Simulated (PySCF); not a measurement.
Species: H5S, charge -1, multiplicity 1. Whether it binds its extra electron was not tested at this geometry. SMILES: [H][S@OH24-]([H])([H])([H])[H]
Geometry from a B3LYP-D3(BJ)/def2-TZVP (Ansatz) optimisation:
```xyz
6

S      0.0899     0.0003    -0.0004
H     -1.2274    -0.0039     0.0053
H     -0.0580     1.6402     0.0203
H     -0.0478    -1.6406    -0.0199
H     -0.0457    -0.0202     1.6406
H     -0.0601     0.0199    -1.6402
```
Charge -1, spin multiplicity 1.

Dispersion corrections to the total energy (kcal/mol) from the dftd3 and dftd4 libraries through PySCF: D3(BJ) without and D4 with the three-body term, each with the damping fitted for the functional named.

```json
[
 {"functional": "HF", "D3(BJ)": "-16.98", "D4": "-9.71"},
 {"functional": "LC-wPBE", "D3(BJ)": "-1.39", "D4": "-2.45"},
 {"functional": "HSE06", "D3(BJ)": "-0.91", "D4": "[?]"},
 {"functional": "BLYP", "D3(BJ)": "[?]", "D4": "-5.22"},
 {"functional": "TPSSh", "D3(BJ)": "-1.77", "D4": "[?]"},
 {"functional": "TPSS", "D3(BJ)": "-1.98", "D4": "-3.04"},
 {"functional": "B3LYP", "D3(BJ)": "-2.77", "D4": "-3.57"}
]
```

Complete the blanks.


- HSE06, D4: -1.66
- BLYP, D3(BJ): -3.42
- TPSSh, D4: -2.74
